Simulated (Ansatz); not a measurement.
Species, as SMILES: [SiH] (SiH), doublet.
Atoms: Si1, H2. Bonds: Si1-H2.

How fast the highest harmonic wavenumber converges with the basis for several methods (Ansatz, a program for electronic structure): deviation from each method's own reference, in cm⁻¹. References: CCSD(T) 2048 cm⁻¹, the value in def2-QZVPPD; PBE 1951 cm⁻¹, the value in aug-pcseg-3; PBE0 2024 cm⁻¹, the value in aug-pcseg-3. Cartesian d functions, on some or all atoms, in 6-31G*, 6-31G**, 6-31+G*, 6-311G**; all else is spherical. In correlated methods cores are frozen. Open shells are unrestricted. No added dispersion term, no relativity. Each level at its own minimum, unscaled; the references are large sets that could be run, not limits.

```tsv
basis	functions	CCSD(T)	PBE	PBE0
6-31G*	21	-25	4	18
6-31G**	24	21	2	11
6-31+G*	25	-21	8	21
6-311G**	33	7	-6	-1
def2-TZVP	43	6	1	1
6-311++G(3df,3pd)	65	-2	0	0
cc-pV(Q+d)Z	94	1	6	4
def2-QZVPPD	109	0	1	1
```

Mean absolute deviation over 6-311G**, def2-TZVP, 6-311++G(3df,3pd): PBE0 1, PBE 2, CCSD(T) 5 cm⁻¹.
